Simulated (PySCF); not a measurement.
SMILES [CH2]OCC(C)O (C₄H₉O₂), doublet at its GFN2-xTB optimised geometry (Å):

```
15

C      0.4904     1.3308    -1.0998
O      0.1953     0.5845     0.0000
C      0.6928    -0.7295     0.0000
C      0.1995    -1.4472     1.2589
C     -1.3154    -1.6301     1.2277
O      0.8848    -2.6817     1.3063
H      0.7864     0.8390    -2.0089
H      0.0011     2.2838    -1.1144
H      1.7915    -0.7295     0.0000
H      0.3533    -1.2753    -0.8913
H      0.4731    -0.8297     2.1298
H     -1.5929    -2.2838     0.4035
H     -1.6686    -2.0684     2.1594
H     -1.7915    -0.6635     1.0915
H      0.5266    -3.2029     2.0334
```

Calculation: PySCF 2.14.0 with unrestricted PBE0/def2-TZVP.

Map of the log10 of the electron density (e/bohr³), floored at −4 on the plane z = 0.6 Å:

```
|000000000000000000000000000|
|000000000000000000000000000|
|000000000000000000000000000|
|000000000000000000000000000|
|000000000000000000000000000|
|000000000000011111000000000|
|000000000001122221100000000|
|000000000012333332110000000|
|000000000124455543210000000|
|000000001245677654310000000|
|000000012346889865320000000|
|000000123357899875421000000|
|000002344456899876443200000|
|000013455556788876654310000|
|000124567766678887765320000|
|000134678876789998875420000|
|000134678887899998765320000|
|000134678988899987654310000|
|000134689998888876543210000|
|000134689998778877543200000|
|000124689987678888653100000|
|000023567776578998653100000|
|000012456654567887643100000|
|000001234433456776542000000|
|000000122222345555421000000|
|000000000001223333210000000|
|000000000000011211000000000|
```
Scale: ten equal steps from -4.00 (start of '0') to -0.589 (end of '9'), in the order '0123456789'; x runs from -4.50 to 4.50, y from -4.50 (bottom) to 4.50 (top).
